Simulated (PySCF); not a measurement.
1-fluoro-3-methylidenecyclobutane (C₅H₇F), SMILES C=C1CC(F)C1.

Geometry: B3LYP-D3(BJ)/def2-SVP.

Calculation: PBE/def2-TZVP (PySCF).

Computed frontier levels, gap, dipole moment and polarisability:
| Property | Result |
|---|---|
| highest occupied level | -6.19 eV |
| lowest empty level | -1.07 eV |
| orbital gap | 5.12 eV |
| dipole moment | 1.18 D |
| quadrupole, principal values (traceless, Buckingham form, about the centre of nuclear charge) | -5.83, 1.43, 4.40 D·Å |
| mean static polarisability | 60.6 bohr³ (8.98 Å³) |
| polarisability, principal values | 46.8, 58.4, 76.6 bohr³ |
